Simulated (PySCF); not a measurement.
# From computed data to an observable: oscillator strength and radiative lifetime

Al(Cl)(F)(SH) (AlClFHS), SMILES [F][Al]([SH])[Cl].

Geometry optimised at B3LYP-D3(BJ)/def2-SVP. The values are those of a single conformer.

TDA-CAM-B3LYP/def2-SVPD (PySCF) puts the first singlet state with f over 0.02 at 5.83 eV (vertical), with the transition dipole (0.000, 0.000, 0.582) in atomic units.

Problem. Find the oscillator strength, the wavelength and the radiative lifetime that this transition would have in vacuum if emission retraced absorption.

Solution. 
|μ|² = 0.3387 au, so |μ| = 1.48 D. ΔE = 5.83/27.211 = 0.2142 hartree. f = (2/3) ΔE |μ|² = 0.048 (the program prints 0.048).
λ = 1239.84/5.83 = 213 nm; ν = 47022 cm⁻¹.
Einstein's coefficient A = 0.6670 ν² f s⁻¹ (ν in cm⁻¹) = 7.1e7 s⁻¹, so τ = 1/A = 14 ns. This state is S1. The figure is the radiative limit of this one transition; relaxation, internal conversion, crossing to triplets and a medium change what is measured.
